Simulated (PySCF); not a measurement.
## How methods differ on the ionisation energy of Pm⁴²⁺

Pm⁴²⁺ [Ar] 3d1 (2D) → Pm⁴³⁺ [Ar] (1S), as a difference of total energies. Computed with PySCF 2.14 in an uncontracted even-tempered set (18 s from 8 bohr⁻², ratio 2.5; 12 p from 10 bohr⁻², ratio 2.5; 7 d from 10 bohr⁻², ratio 2.5; 4 f from 36 bohr⁻², ratio 2.7; 3 g from 55 bohr⁻², ratio 2.7), with the spin-free X2C one-electron Hamiltonian (Gaussian nucleus). Correlated levels: outer shells: [Ne] frozen; virtual orbitals above 40 to 60 times the deepest correlated orbital energy dropped. The calculations carry no spin-orbit coupling.

| method | ionisation energy (eV) |
| --- | --- |
| UHF | 3201.4 |
| LDA | 3202.2 |
| PBE | 3203.3 |
| PBE0 | 3203.2 |
| r2SCAN | 3203.9 |
| r2SCAN0 | 3203.7 |
| TPSSh | 3202.9 |
| MP2 (outer shells) | 3201.1 |
| SCS-MP2 (outer shells) | 3201.1 |

A first-order spin-orbit estimate (lowest level to lowest level, LS coupling) adds 18.334 eV.

Breit and QED terms and the two-electron picture change are absent.

First order in ζ underestimates the shift of j = l − 1/2 levels at high Z.

For comparison: 3219 ± 4 eV (theoretical estimate listed by NIST; NIST Atomic Spectra Database, ionization energies).
